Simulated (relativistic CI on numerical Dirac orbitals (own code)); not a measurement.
## Tm³⁺: M4,5 absorption edge

Computed with this model: Dirac-Coulomb-Breit CI, orbitals from a KLI potential per configuration, model QED (radiative potential, 1s self-energy scaled to tabulated hydrogen-like ionisation energies), valence Slater integrals scaled by 0.7, multiplet model of core-to-valence dipole absorption; configurations [Xe] 4f12 → [Ar] 3d9 4s2 4p6 4d10 4f13 5s2 5p6; 10 K; Lorentzian 0.36 eV and Gaussian 0.4 eV FWHM. Energies are those of the free ion, without screening or charge transfer. The branching ratio is the share of the lower-energy edge in the whole absorption, uncertain by about 0.02 where the edges overlap. S is read from ⟨S²⟩ = S(S + 1).

Field parameters in Wybourne normalisation; cubic f-shell fields have B⁴₄ = √(5/14) B⁴₀ and B⁶₄ = −√(7/2) B⁶₀. The field is a parameter set, without covalency.

free ion: ground-state S = 0.99, centroid 1466.04 eV, branching ratio 0.967. Peaks (eV, height): 1462.9 (29), 1464.7 (100), 1466.9 (12).

Oh, B40 = -2960, B60 = 870 cm⁻¹: ground-state S = 0.99, centroid 1466.18 eV, branching ratio 0.965. Peaks (eV, height): 1463.1 (31), 1464.8 (100), 1467.0 (12).

The statistical ratio of this edge is 3/5 = 0.600. Values above it arise where the holes sit mainly in the j = l + 1/2 valence subshell or the ground state has high spin; values below it where core-valence Coulomb terms move weight to the upper edge, as in nearly empty shells.

Strongest unbroadened transitions for Oh, B40 = -2960, B60 = 870 cm⁻¹:

```csv
Energy (eV),Relative strength
1462.90,0.1
1463.00,8.3
1463.06,22.3
1464.43,0.0
1464.78,100.0
1465.10,0.7
1465.14,1.3
1465.80,0.0
1467.05,11.2
1508.08,0.0
1508.79,0.1
1509.28,0.0
1509.81,5.0
1510.13,0.1
```
